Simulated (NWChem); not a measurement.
C4H6Si; SMILES [SiH2](C=C)C#C

```xyz
11

C      0.7058     2.6935     0.0746
C      0.1070     1.6342     0.0444
Si    -0.7829     0.0250    -0.0097
C      0.3852    -1.3608    -0.4619
C      0.5863    -2.4315     0.3147
H      1.2336     3.6305     0.1027
H     -1.3770    -0.2554     1.3310
H     -1.8778     0.1516    -1.0188
H      0.9279    -1.2972    -1.4144
H      0.0786    -2.5521     1.2786
H      1.2690    -3.2389     0.0263
```
Atoms are numbered in this order, from 1.

Results from NWChem. The geometry was optimised at PBE0/def2-SVP. B3LYP is NWChem's, with the RPA form of VWN correlation.

For level B3LYP/def2-SVP:

highest occupied level (eV): -7.68
orbital gap (eV): 7.01

Task: What are these values for level PBE/def2-SVP?

Result: 
* **highest occupied level (eV)**: -6.76
* **orbital gap (eV)**: 5.25
